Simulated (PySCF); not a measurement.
**SeO₂ at several levels of theory**

All levels use the PBE0 minimum (singlet; Se–O 1.599 Å (×2); O–Se–O 113.8°), basis [Se def2-TZVP, O def2-TZVP], no relativity, density fitting, no spin–orbit coupling, PySCF. For vertical energies the ionised species is a doublet (spins chosen at PBE0 and kept) and the electron-attached one a doublet. Atomisation goes to high-spin ground-configuration atoms, without zero-point energy. Open shells are unrestricted, also as the reference of the correlated levels. A dash marks a value that was not computed or is not defined at that level.

```csv
level,atomisation (kJ/mol),vertical IP (eV),vertical EA (eV),−ε(HOMO) (eV),gap (eV),dipole (D)
PBE0,830,11.73,1.53,9.15,5.09,2.81
HF,?,?,?,?,?,?
MP2,?,?,?,–,–,–
PBE,967,11.47,1.16,7.57,2.76,2.58
B3LYP,833,11.78,1.50,8.90,4.62,2.84
r2SCAN,881,11.61,1.40,7.93,3.06,2.64
TPSSh,835,11.57,1.37,8.30,3.80,2.67
M06-L,881,11.40,1.16,7.73,3.15,2.67
wB97X,832,11.84,1.58,11.55,9.69,2.97
```

Fill in the row of HF.

atomisation (kJ/mol) 188, vertical IP (eV) 10.37, vertical EA (eV) 1.64, −ε(HOMO) (eV) 12.98, gap (eV) 12.21, dipole (D) 3.40.

Fill in the row of MP2.

atomisation (kJ/mol) 920, vertical IP (eV) 12.37, vertical EA (eV) 0.93.

Without diffuse functions attachment energies tend to come out too low.
